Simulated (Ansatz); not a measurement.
`CN(P)[CH2][AlH2]`. Total charge 0; spin multiplicity 1. The geometry is a stationary point of PBE0-D4/def2-TZVP. It is one conformer, not always the lowest.

```xyz
14

C     0.154   -0.860   -1.752
N     0.002   -0.441   -0.371
P     1.420   -0.754    0.565
C    -0.449    0.943   -0.205
Al   -0.735    1.160    1.746
H     0.454   -1.911   -1.801
H     0.891   -0.260   -2.309
H    -0.811   -0.768   -2.256
H     1.144   -2.106    0.936
H     0.892   -0.268    1.823
H     0.251    1.673   -0.649
H    -1.396    1.057   -0.747
H    -1.783    0.203    2.458
H    -0.034    2.333    2.562
```

(1) What is the dipole moment at r2SCAN/def2-TZVPP? (Best estimate.)

(2) And with PBE, B3LYP, ωB97M-V? (Estimate.)

(3) Give the Mulliken charges with r2SCAN, ωB97M-V, B3LYP in def2-TZVPP. (An estimate is asked.)

Results:

(1) The calculation gave: 1.70 D, with components (-0.04, -0.57, -1.60) D in this frame, pointing from negative to positive charge.

(2) The calculation gave: PBE 1.70 D, B3LYP 1.64 D, ωB97M-V 1.64 D.

(3) Ansatz gave: 
```
atom  r2SCAN  ωB97M-V  B3LYP
  C1   -0.07    -0.27  -0.20
  N2   -0.20    -0.23  -0.22
  P3    0.13     0.08   0.13
  C4   -0.25    -0.39  -0.27
 Al5    0.47     0.40   0.42
  H6    0.06     0.12   0.10
  H7    0.05     0.11   0.08
  H8    0.05     0.11   0.09
  H9    0.01     0.06   0.03
 H10   -0.03     0.01  -0.03
 H11    0.06     0.13   0.09
 H12    0.05     0.10   0.08
 H13   -0.16    -0.12  -0.15
 H14   -0.17    -0.12  -0.15
```

B3LYP here is the variant with VWN-RPA as its local correlation; programs differ in this.
